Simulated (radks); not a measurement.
Q: Yb XXVII, configuration [Kr] 4d7 6d1 (not the ground configuration). Calculated with a radial shooting solver on a logarithmic mesh with Libxc functionals: scalar-relativistic Kohn-Sham, PBE, spin-polarised, spherical densities, point nucleus; open shells are filled with parallel spins first (spin-orbit coupling, left out, can overturn this in heavy ions). Some entries of the table are withheld. Estimate them.

orbital  occ.  eigenvalue (Ry)  <r> (bohr)  <1/r> (bohr^-1)
1s up       1        -4567.982     0.01966            80.66
1s down     1        -4567.979     0.01966            80.66
2s up       1        -829.7071     0.08335            18.80
2s down     1        -829.4983     0.08334            18.80
2p up       3        -739.0614     0.07417            17.25
2p down     3        -738.8938     0.07416            17.26
3s up       1        -238.5841      0.2159            6.977
3s down     1        -238.4839      0.2158            6.979
3p up       3        -211.2575      0.2151            6.498
3p down     3        -211.1455      0.2150            6.499
3d up       5        -178.2593      0.1948            6.151
3d down     5        -178.0876      0.1948            6.150
4s up       1        -94.58322      0.4561              (1)
4s down     1        -94.09063      0.4563              (2)
4p up       3              (3)         (4)            2.965
4p down     3              (5)         (6)            2.963
4d up       5        -72.35820      0.4809            2.750
4d down     2        -71.87432      0.4814            2.747
6d up       1        -25.85974       1.451           0.9655

A: 
(1) 4s up <1/r> (bohr^-1): 3.178
(2) 4s down <1/r> (bohr^-1): 3.176
(3) 4p up eigenvalue (Ry): -84.85538
(4) 4p up <r> (bohr): 0.4728
(5) 4p down eigenvalue (Ry): -84.36935
(6) 4p down <r> (bohr): 0.4732
